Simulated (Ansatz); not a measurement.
Method: frozen-core CCSD(T)/def2-TZVPP // TPSS-D3(BJ)/def2-SVP in Ansatz (an electronic-structure program).

Ansatz 0.2 input:
```yaml
crystal:
  periodic: [false, false, false]
  atoms:
    - { symbol: W, position_ang: [0.000513, 0.000919, -0.000485] }
    - { symbol: F, position_ang: [-1.112399, -1.471607, -0.210762] }
    - { symbol: F, position_ang: [0.9004, -0.877024, 1.367265] }
    - { symbol: F, position_ang: [-0.899708, 0.878467, -1.368263] }
    - { symbol: F, position_ang: [-1.18447, 0.721198, 1.235944] }
    - { symbol: F, position_ang: [1.185514, -0.718983, -1.237132] }
    - { symbol: F, position_ang: [1.113781, 1.473133, 0.210048] }
basis:
  gaussian: { orbitals: def2-TZVPP }
correlation:
  method: ccsd_t
```

Output:

```
Functional definition: HF
1645 factors; integrals over basis functions are off by at most 6.2e-4 eV
mean field evaluation 1: about -18043.4483 eV, gradient 8.6e1 eV
mean field evaluation 2: about -18043.6710 eV, gradient 8.6e1 eV
mean field evaluation 4: about -18055.5940 eV, gradient 3.9e0 eV
mean field evaluation 8: about -18055.6823 eV, gradient 4.3e-1 eV
mean field evaluation 16: about -18043.4490 eV, gradient 8.6e1 eV
mean field -18055.68300853 eV, -663.5341119821 hartree, gradient 3.7e-6 eV, S^2 0.000000; 0 other end points of the search recorded, 0 dependent functions left out
6 core orbitals not correlated
reference -18055.68300853 eV, -663.5341119821 hartree; 28, 28 occupied and 208, 208 virtual orbitals, 1645 factors
second order -54.70016298 eV of doubles, -0.00000000 eV of singles
cycle   1  -51.15001527 eV  change     3.6e0 eV  update   2.9e-1
cycle   2  -53.00759537 eV  change    -1.9e0 eV  update   1.7e-1
cycle   3  -53.37836137 eV  change   -3.7e-1 eV  update   4.9e-2
cycle   4  -53.35509139 eV  change    2.3e-2 eV  update   1.8e-2
cycle   5  -53.32140744 eV  change    3.4e-2 eV  update   4.7e-3
cycle   6  -53.32302884 eV  change   -1.6e-3 eV  update   1.8e-3
cycle   7  -53.32423454 eV  change   -1.2e-3 eV  update   5.3e-4
cycle   8  -53.32373592 eV  change    5.0e-4 eV  update   1.4e-4
cycle   9  -53.32380126 eV  change   -6.5e-5 eV  update   4.2e-5
cycle  10  -53.32386921 eV  change   -6.8e-5 eV  update   1.2e-5
perturbative correction -2.25112205 eV, -0.0827272096 hartree
Total energy: -18111.25799980 eV, -665.5764552409 hartree
```

Cost: around 29 core-minutes (rough).
